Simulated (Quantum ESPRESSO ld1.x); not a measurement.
Question: The mean radii <r> (bohr) of the occupied orbitals of an atom or ion are listed with their occupations. All-electron calculation, non-relativistic Kohn-Sham, PW91, spin-unpolarised, spherical densities, point nucleus. Program: ld1.x of Quantum ESPRESSO 7.5.

| orbital | occ. | <r> |
|---|---|---|
| 1s | 2 | 0.09674 |
| 2s | 2 | 0.4231 |
| 2p | 1 | 0.3687 |

Name the element and its charge.

Answer: Z = 16, sulfur, charge +11: S11+ in [He] 2s2 2p1. The 1s radius gives Z: for a bare nucleus <r> = 1.5/Z, 0.09375 bohr for Z = 16, and screening makes it slightly larger (0.09674 here). The occupations add up to 5, and the charge is Z minus that.
